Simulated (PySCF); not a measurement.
This PySCF input asks for the NMR shieldings of `C1[Si@@H](NC(C)(C)C)N=C1`, C6H14N2Si; the geometry comes from GFN2-xTB.

```python
import basis_set_exchange as bse
import numpy as np
from pyscf import gto, dft
from pyscf.prop import nmr

atoms = """
C    -1.915930    1.287769   -0.505711
C    -1.244367    0.073046    0.145289
C    -2.085122   -0.410780    1.331907
C    -1.100615   -1.054381   -0.872642
N     0.072744    0.427579    0.644034
Si    1.499006    0.530331   -0.288346
C     2.811518   -0.868399   -0.087757
C     3.537450    0.229377    0.612173
N     2.822868    1.283692    0.650543
H    -2.902889    1.026811   -0.879304
H    -1.308642    1.647632   -1.332505
H    -2.020479    2.093362    0.217891
H    -2.187004    0.378449    2.073532
H    -1.604867   -1.265194    1.801485
H    -3.078734   -0.703901    1.002907
H    -2.079243   -1.435666   -1.152288
H    -0.596350   -0.698951   -1.765832
H    -0.516117   -1.863372   -0.444592
H     0.014654    1.072476    1.419339
H     1.425298    1.047832   -1.654222
H     3.338866   -1.252499   -0.958026
H     2.581887   -1.701005    0.573580
H     4.531315    0.182778    1.042854
"""
names = dict.fromkeys(["C", "N", "Si", "H"], "pcSseg-1")
basis = {el: gto.basis.parse(bse.get_basis(n, elements=[el], fmt="nwchem")) for el, n in names.items()}
mol = gto.M(atom=atoms, basis=basis, charge=0, verbose=0)
mf = dft.RKS(mol, xc="PBE0")
mf.grids.level = 2
mf.grids.alignment = dft.numint.BLKSIZE   # the property module wants whole blocks of grid points
mf.conv_tol = 1e-9
mf.kernel()

calc = nmr.RKS(mf)   # GIAO
C = mf.mo_coeff
Co = C[:, mf.mo_occ > 0]
resp = mf.gen_response(singlet=True, hermi=2)
def vind(x):   # induced exchange potential for any number of trial vectors
    d = np.einsum("pi,xij,qj->xpq", C, 2 * x.reshape(-1, C.shape[1], Co.shape[1]), Co, optimize=True)
    return np.einsum("xpq,pi,qj->xij", resp(d - d.transpose(0, 2, 1)), C, Co, optimize=True).ravel()
mo1, _ = nmr.rhf.solve_mo1(calc, with_cphf=vind)
sigma = calc.kernel(mo1)
for i, s in enumerate(sigma):   # ppm
    print("%2d %-2s %9.2f" % (i, mol.atom_pure_symbol(i), np.trace(s) / 3))
```

Q: What does it print?

A: 
```
 0 C     151.25
 1 C     137.04
 2 C     150.49
 3 C     156.29
 4 N     193.28
 5 Si    361.98
 6 C     148.68
 7 C     -13.83
 8 N    -183.71
 9 H      30.47
10 H      30.12
11 H      30.51
12 H      30.61
13 H      30.27
14 H      30.63
15 H      30.50
16 H      30.45
17 H      30.32
18 H      30.57
19 H      25.74
20 H      29.57
21 H      29.60
22 H      22.31
```

These numbers come from an equivalent density-fitted implementation of the same equations, which agrees with the script to about 0.01 ppm for H and up to a few tenths of a ppm for heavy atoms, so last digits may differ.

Size and cost of the density-fitted run: 230 basis functions, 57 s wall time on 1 thread of an Arm Neoverse V1, shared host; peak memory 1.1 GiB.
